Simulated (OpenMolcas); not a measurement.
## d2 ions of charge +4 down a group on the Ge site of Cs2GeF6

```json
{
 "Program": "OpenMolcas",
 "Method": "SS-CASPT2, IPEA 0.25 Eh, imaginary shift 0.1 Eh",
 "Spin-orbit coupling": "RASSI with atomic mean-field integrals over the reference wave functions"
}
```

The d shell is active; CASPT2 correlates the ligand valence shells and the outer metal core. Each dopant is a cluster with its nearest anions in model potentials and point charges, with no relaxation. Distances were set from a Shannon-type radius of the metal (high-spin where two are listed) plus a fixed donor radius (F 1.31 Å), in hosts weighted 0.65 to 0.35 with the host's distance in the model lattice. Ligand basis ANO-RCC-VDZP, DKH2 Hamiltonian. States (labels of O, the rotations of Oh). Energies in cm-1 above the lowest state or level, χT in cm3 K/mol; under a threefold ground state the first gap can be a small split of the lowest multiplet, not the spin-orbit step; 10Dq and B are least-squares fits to the states below 45000 cm-1, weighted by degeneracy, with a free offset, and given where the rms deviation is under 5 % of |10Dq| (or 100 cm-1) and under 700 cm-1. Spin-only χT is S(S+1) / 2 for the spin of the ground state.

| Ion | Shell | R (Å) | Metal basis | Ground state | First state of that spin | 10Dq | B (rms of fit) | First gap with spin-orbit (degeneracies) | χT at 300 K | First state of another spin | Spin-only χT |
| --- | --- | --- | --- | --- | --- | --- | --- | --- | --- | --- | --- |
| Cr4+ | 3d2 | 1.84 | ANO-RCC-VTZP | 3T1 | 3T2 23290 | 24507 | 797 (274) | 6 (2, 3) | 0.729 | 1T2 10310 | 1.000 |
| Mo4+ | 4d2 | 1.905 | ANO-RCC-VTZP | 3T1 | 3T2 34620 | 35817 | 594 (179) | 26 (2, 3) | 0.398 | 1T2 7270 | 1.000 |

|10Dq| changes by a factor of 35817 / 24507 = 1.46 from Cr4+ to Mo4+.

B goes from 797 cm-1 (Cr4+) to 594 cm-1 (Mo4+).

χT departs most from the spin-only value for Mo4+, by -0.602 cm3 K/mol.

Roots that are degenerate in the reference are averaged as groups; the widest CASPT2 spread within a group is 730 cm-1 (the 3-fold group of multiplicity 3 near 34600 cm-1 above the lowest state of its run, Mo4+). Shifts and gaps below about the spread of the groups concerned are not significant. Over all roots computed the reference weight is 0.69 to 0.71 in Cr4+, 0.71 to 0.72 in Mo4+; a low but even weight reflects the number of correlated electrons. An orbital triplet at a regular site is open to Jahn-Teller coupling, which can distort the site and quench the lowest spin-orbit gaps and is left out. Ligand-to-metal charge-transfer states are missing. With no ligand orbital active B as a rule stays too high, so bands that hang on it stand too high and its fall with covalency is understated. With one d shell and no ligand orbital active, 10Dq can be off by a tenth or more. The least metal-like active orbital is 81 % on the metal (Löwdin) and no ligand orbital is active, so the numbers are rough (holds for Cr4+). The least metal-like active orbital is 78 % on the metal (Löwdin) and no ligand orbital is active, so the numbers are rough (holds for Mo4+). No measured value stands beside these numbers; the geometry was set by hand and not optimised.
